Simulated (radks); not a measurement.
Neutral hydrogen, 1 electrons, occupied as 1s1 (the NIST ground configuration).

Method: non-relativistic Kohn-Sham, PBEsol, spin-unpolarised, spherical densities, point nucleus; without spin polarisation the odd electron is poorly described; computed with a radial shooting solver on a logarithmic mesh with Libxc functionals.

Energy parts (eV):
| part | energy |
|---|---|
| total | -12.242 |
| kinetic | 11.860 |
| electron-nucleus | -25.380 |
| Hartree | 7.800 |
| exchange-correlation | -6.522 |

Orbitals (lengths in bohr, moments of r in powers of bohr; <r^-3> diverges for s and p1/2; r(90%) holds 90 % of the orbital's charge):
\begin{tabular}{lrrrrr}
orbital & occ. & eigenvalue (eV) & <r^-3> & r(90%) & <r^2> \\ \hline
1s & 1 & -6.3319 & - & 2.98 & 3.726 \\
\end{tabular}

The highest occupied level is 1s at -6.332 eV. The density falls to 0.001 e/bohr^3 at r = 3.00 bohr.
